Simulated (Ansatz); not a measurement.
H$_{3}$Al, triplet, geometry from GFN2-xTB (such geometries of metal compounds can be far from the true shape) (a higher spin typed on purpose: for a closed-shell molecule this is an excited state). Base run: CAM-B3LYP/6-31G** (Ansatz, a first-principles code).

Input for Ansatz:
Ansatz 0.2 input:
```yaml
crystal:
  periodic: [false, false, false]
  atoms:
    - {symbol: Al, position_ang: [-0.00852086, 0.11601664, 0.09405889]}
    - {symbol: H, position_ang: [0.59235466, -1.44177485, 0.61327871]}
    - {symbol: H, position_ang: [-0.41209475, 1.22776837, -0.98292216]}
    - {symbol: H, position_ang: [-0.06948873, -1.29420984, -0.85312208]}
basis:
  gaussian:
    orbitals: 6-31G__.json
hamiltonian:
  xc: cam_b3lyp
magnetization: {spin_polarized: true, initial_magnetization: 2}
```
The basis file holds 6-31G** in the JSON format of the Basis Set Exchange.

The base run was repeated with changes; each row names its change, and settings that it needs were set with it.

| change | E (Eh) | SCF-reference <S^2> |
|---|---|---|
| base | -244.02616 | 2.009 |
| functional = B97M-V | -243.97360 | 2.004 |
| functional = pbe0 | -243.90970 | 2.006 |
| functional = PBE0-DH | -243.88119 | 2.011 |
| functional = wB97M-V | -243.98880 | 2.006 |
| functional = blyp | -244.02483 | 2.004 |
| functional = hf | -243.47361 | 2.025 |
| functional = blyp; dispersion = d3bjatm | -244.02732 | 2.004 |
| functional = revpbe | -243.98134 | 2.003 |
| functional = b3lyp5 | -243.99667 | 2.007 |
| functional = pbe | -243.88420 | 2.003 |
| functional = r2scan | -244.00263 | 2.008 |
| functional = B2PLYP | -243.89444 | 2.013 |

Total energies compare only within one method and basis.
